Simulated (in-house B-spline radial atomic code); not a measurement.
# Ionising the indium ion In⁶⁺ with different functionals

Computed with a radial B-spline atomic code at the basis-set limit: scalar-relativistic (spin-free X2C) Hamiltonian, Fermi nucleus of rms radius 4.6156 fm, spin-polarised at highest spin, spherical fractional occupations for the functionals, and exact exchange of hybrids averaged over the configuration. The ionisation energy is the difference of two self-consistent energies, [Kr] 4d7 → [Kr] 4d6, without Breit or QED terms; ε is the level of the shell that loses the electron (its least bound occupied spin orbital). There is no spin-orbit coupling in this Hamiltonian.

```
   method                    rung  ΔSCF (eV)  -ε(4d) (eV)
     PBE0           global hybrid     110.84       103.90
    B3LYP           global hybrid     110.93       103.41
    TPSSh           global hybrid     110.73       102.16
BHandHLYP           global hybrid     110.59       106.38
  r2SCAN0           global hybrid     110.55       103.75
    B97-1           global hybrid     111.00       103.55
    HSE06  range-separated hybrid     110.79       103.43
    wB97X  range-separated hybrid     110.79       106.41
CAM-B3LYP  range-separated hybrid     110.87       105.38
  LC-wPBE  range-separated hybrid     110.92       106.65
```

(1) Among the functionals, which spreads more, the ΔSCF values or the orbital energies?

(2) How do they compare with the NIST value?

## Answers

(1) The orbital energies: ΔSCF values span about 0.44 eV and the orbital energies 4.49 eV; here energy differences depend much less on the functional than eigenvalues do.

(2) NIST lists 109 eV ± 2 (tabulated theory, ground level to ground level). Errors run from +1.55 to +2.00 eV; all lie within about twice that uncertainty, so the table can't rank the methods.
